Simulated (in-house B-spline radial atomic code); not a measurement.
What moves the levels of Co ([Ar] 3d7 4s2)? Level of theory: Dirac-Hartree-Fock, average of configuration, Fermi nucleus of rms radius 3.7875 fm; calculated with a B-spline radial code for spherical atoms.

Baseline run (computed): total energy -1392.0019 hartree, 1s1/2 at -285.9322 hartree, 4s1/2 at -7.4214 eV with <r> = 3.104 bohr.

Scaling the speed of light c (a factor of 100 is close to the non-relativistic limit):

| c/c0 | ΔE (hartree) | 4s1/2 level (eV) | 4s1/2 <r> (bohr) |
| --- | --- | --- | --- |
| 0.95 | -1.1803 | -7.43411 | 3.1 |
| 0.98 | -0.44991 | -7.42624 | 3.102 |
| 1.02 | 0.42305 | -7.41685 | 3.106 |
| 1.2 | 3.3119 | -7.38602 | 3.117 |
| 100 | 10.696 | -7.30836 | 3.144 |

Changing the nucleus:

| nucleus | ΔE (eV) |
| --- | --- |
| Gaussian nucleus of rms radius 0.01 fm | -0.137 |
| Fermi nucleus of rms radius 3.7117 fm | -0.00532 |
| Fermi nucleus of rms radius 3.8633 fm | 0.00543 |

A larger nucleus binds the electrons less, roughly as the density at the nucleus times the change of the nuclear <r²>. A radius of 0.01 fm is nearly a point.

(1) The nuclear charge is raised by 0.1. What does the Hellmann-Feynman theorem predict for the energy, and what is found?

## Answers

(1) dE/dZ ≈ -Σ<1/r>, which is -123.737 at the start and -124.354 at the end; their mean times 0.1 is -12.405 hartree, and the two runs differ by -12.405 hartree.
